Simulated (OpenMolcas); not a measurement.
d9 ions of charge +2 down a group with 4 bromide ligands in tetrahedral coordination

```
Program             : OpenMolcas 26.06
Method              : CASSCF
Spin-orbit coupling : state interaction with AMFI integrals over the reference wave functions
```

The d shell is active. Anionic complexes are neutralised by point charges behind the ligands. Distances were set from a Shannon-type radius of the metal (high-spin where two are listed) plus a fixed donor radius (Br 1.91 Å). Ligand basis ANO-RCC-VTZP, DKH2 Hamiltonian. States (labels of Td). Energies in cm-1 above the lowest state or level, χT in cm3 K/mol; under a threefold ground state the first gap can be a small split of the lowest multiplet, not the spin-orbit step; 10Dq is the gap between the two states; 10Dq is negative for this site. Spin-only χT is S(S+1) / 2 for the spin of the ground state.

| Ion | Shell | R (Å) | Metal basis | Outer charge (e at Å behind ligand) | Ground state | First state of that spin | 10Dq | First gap with spin-orbit (degeneracies) | χT at 300 K | Spin-only χT |
| --- | --- | --- | --- | --- | --- | --- | --- | --- | --- | --- |
| Cu2+ | 3d9 | 2.48 | ANO-RCC-VTZP | 0.5 at 2.6 | 2T2 | 2E 1474 | -1474 | 569.0 (2, 4) | 1.083 | 0.375 |
| Ag2+ | 4d9 | 2.7 | ANO-RCC-VTZP | 0.5 at 2.6 | 2T2 | 2E 3716 | -3716 | 1088 (2, 4) | 0.614 | 0.375 |

|10Dq| changes by a factor of 3716 / 1474 = 2.52 from Cu2+ to Ag2+.

χT departs most from the spin-only value for Cu2+, by +0.708 cm3 K/mol.

An orbital triplet at a regular site is open to Jahn-Teller coupling, which can distort the site and quench the lowest spin-orbit gaps and is left out. Ligand-to-metal charge-transfer states are missing. With metal d orbitals alone and no dynamic correlation the field as a rule comes out too small, by tens of per cent, by up to half for chloride and softer ligands, and with too little covalency χT stands high (holds for Cu2+). The least metal-like active orbital is 84 % on the metal (Löwdin) and no ligand orbital is active, so the numbers are rough (holds for Ag2+). With metal d orbitals alone the field can be off either way by tens of per cent (holds for Ag2+). No measured value stands beside these numbers; the geometry is a model, was not optimised and need not be the one that this ion takes.
